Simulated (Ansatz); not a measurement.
The first iterations of a band of CH₉BSeSi₂ (14 atoms, charge 0, multiplicity 1).

Computed with Ansatz 0.2.0, RKS PBE0-D4/def2-SVP.

```
movable images  : 5
climbing image  : yes
spring          : 5.0 eV/Å²
optimiser       : quadratic models (default)
start path      : IDPP
force threshold : 0.03 eV/Å
iteration limit : 44
end points      : relaxed
```

Image 0:

```xyz
14
Properties=species:S:1:pos:R:3
B -1.102 0.207 2.570
Se 0.738 -0.190 2.258
Si 0.479 -1.513 0.372
Si -0.293 -0.141 -1.367
C 0.853 1.339 -1.548
H -1.343 0.911 3.517
H -1.969 -0.232 1.856
H 1.838 -2.066 0.079
H -0.440 -2.646 0.697
H -0.359 -0.932 -2.637
H -1.681 0.298 -1.020
H 0.912 1.895 -0.599
H 1.869 1.018 -1.821
H 0.485 2.023 -2.328
```

Image 6:

```xyz
14
Properties=species:S:1:pos:R:3
B -1.474 0.545 2.293
Se 0.385 0.120 2.342
Si 0.413 -1.455 0.641
Si -0.076 -0.340 -1.364
C 1.072 1.140 -1.541
H -1.856 1.373 3.081
H -2.221 0.006 1.515
H 1.799 -2.020 0.636
H -0.549 -2.547 0.977
H 0.078 -1.286 -2.516
H -1.506 0.097 -1.308
H 2.122 0.817 -1.597
H 0.837 1.710 -2.454
H 0.964 1.811 -0.675
```

| iteration | highest image above the first end (eV) | largest band force component (eV/Å) |
| --- | --- | --- |
| 1 | 0.081 | 0.331 |
| 2 | 0.072 | 0.134 |

Question: Does the band converge within its limit, and where does its top end?

Answer: The forces met the threshold. It ended after 5 iterations with the highest image 0.071 eV above the first end. A vibrational analysis at the climbing image gives one clearly imaginary mode, 171i cm⁻¹: a first-order saddle point.

The run took 2.9 min on 2 threads of Arm Neoverse V1, on a shared host, peak memory 0.41 GiB.
